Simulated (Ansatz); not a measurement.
`[CH3][AlH][SiH2][SnH3]` + `[AlH3]` → `[CH3][AlH][SiH2][AlH2]` + `[SnH4]`  (formal exchange of groups at the Si–Sn bond)

Program: Ansatz. Geometries: PBE0-D4/def2-TZVP. ΔE: electronic, gas phase. CBS: MP2 limit from def2 TZ/QZ plus the TZ coupled-cluster correction, frozen cores. This one scheme is used for every species. def2 core potentials past Kr. For Sn outer-core shells are correlated without core-valence functions, which leaves a few kJ/mol of doubt a bond. Each species was taken in one conformer, which may not be the lowest.

```csv
species,CCSD(T)/CBS(def2) energy (Eh)
`[CH3][AlH][SiH2][SnH3]`,-788.56625
`[AlH3]`,-243.78045
`[CH3][AlH][SiH2][AlH2]`,-815.94792
`[SnH4]`,-216.39156
```

Question: Work out ΔE.

Answer: ΔE = (-815.94792) + (-216.39156) − (-788.56625) − (-243.78045) = 0.00722 Eh = +0.20 eV.

Largest T1 diagnostic among the species: 0.013.

From PBE to PBE0 (25 % exact exchange), in def2-TZVPP and without D4, ΔE moves by +0.03 eV.
